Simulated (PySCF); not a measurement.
Potential energy of BTe along the bond

Set-up: basis B aug-cc-pVDZ, Te aug-cc-pVDZ-PP with ECP28; scalar-relativistic core potentials; PySCF 2.14. Energies in eV from B + Te in their ground configurations at the same level. State: ²Σ⁺ (doublet), unpaired electrons σ ↑.

```tsv
R (Å)	BHandHLYP
1.690	-2.006
1.768	-2.794
1.847	-3.224
1.906	-3.371
1.965	-3.404
2.024	-3.353
2.103	-3.188
2.201	-2.887
2.319	-2.459
2.476	-1.873
```

Q: Put a parabola through the three lowest points of the BHandHLYP curve and estimate Re, k and ωe (reduced mass 10.15 u; 1 eV/Å² = 0.16022 mdyn/Å; ωe = 1302.8·√(k/μ) cm⁻¹).

A: Through R = 1.906, 1.965, 2.024 Å the second-order coefficient is 12.1 eV/Å², so Re ≈ 1.959 Å, k ≈ 3.87 mdyn/Å and ωe ≈ 804 cm⁻¹. A polynomial fit of higher order to the unrounded BHandHLYP energies gives Re = 1.956 Å, k = 4.10 mdyn/Å, ωe = 828 cm⁻¹; anharmonicity and rounding make the difference.

The higher-order fit for each curve: BHandHLYP: Re = 1.956 Å, ωe = 828 cm⁻¹, De = 3.41 eV.

Spin–orbit coupling is left out, which matters for elements this heavy, above all for dissociation energies. The state is the lowest determinant that a PBE0 search found; another state may lie lower at other levels.
